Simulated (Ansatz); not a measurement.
Mulliken charges of C₂H₅ClMg, SMILES `C[CH2][Mg][Cl]` from PBE/def2-TZVPP in Ansatz (PBE0-D4/def2-TZVP geometry).

| atom | x (Å) | y (Å) | z (Å) | charge (e) |
| --- | --- | --- | --- | --- |
| C1 | -0.560 | 1.034 | 0.289 | -0.242 |
| C2 | 0.205 | -0.259 | 0.578 | -0.480 |
| Mg3 | 0.725 | -1.415 | -1.077 | 0.668 |
| Cl4 | 1.272 | -2.628 | -2.824 | -0.421 |
| H5 | -1.511 | 0.845 | -0.218 | 0.083 |
| H6 | -0.798 | 1.588 | 1.205 | 0.078 |
| H7 | 0.008 | 1.715 | -0.351 | 0.083 |
| H8 | 1.128 | -0.032 | 1.125 | 0.116 |
| H9 | -0.379 | -0.894 | 1.255 | 0.116 |

By hand: the dipole of these point charges (1 e Å = 4.8032 D).

Σ q r = (-0.114, 0.264, 0.445) e Å, of length 0.530 e Å = 2.55 D.

How does the dipole of the full density compare? (Best estimate.)

The calculation gave: (-0.114, 0.257, 0.400) e Å, 2.35 D; the point charges give 1.09 times that, at 2° from its direction.

Point charges leave out the atoms' own dipoles, such as those of lone pairs, and Mulliken's split depends on the basis, so the close match here is no proof of good charges.
